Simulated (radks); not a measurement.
Results of a calculation; reference values are marked as such.
The table gives one normalised radial function P(r) = r R(r) of Sm30+ in [Ar] 3d10 4s2 4p2 (r in bohr). Code: a radial shooting solver on a logarithmic mesh with Libxc functionals. Model: non-relativistic Kohn-Sham, LDA (Slater exchange, Perdew-Wang correlation), spin-unpolarised, spherical densities, point nucleus; relativity is left out, which matters for an element this heavy.

r	P
0.00117	0.0897
0.001487	0.1117
0.00189	0.1384
0.002422	0.1714
0.003079	0.2088
0.003914	0.2511
0.005016	0.2988
0.006377	0.3456
0.008106	0.3880
0.01039	0.4182
0.01321	0.4221
0.01679	0.3856
0.02151	0.2879
0.02735	0.1230
0.03477	-0.1084
0.04455	-0.3845
0.05664	-0.6138
0.072	-0.6962
0.09226	-0.5111
0.1173	-0.0402
0.1503	0.5925
0.1911	1.0007
0.2429	0.8393
0.3113	-0.0075
0.3957	-1.0560
0.503	-1.6397
0.6446	-1.4095
0.8195	-0.7499
1.042	-0.2383
1.335	-0.0384
1.697	-0.0031

Which n and l does it have? It may be an empty orbital.

Answer. n = 4, l = 0: the number of nodes gives n - l - 1 = 3, the rise at small r (about r^(l+1)) gives l, and the extent must fit the shell. The curve is that of 4s. 4s: eigenvalue -1181.0 eV, 3 radial nodes at r = 0.0313, 0.119, 0.311 bohr, <r> = 0.539 bohr, 90 % of the charge inside 0.760 bohr.
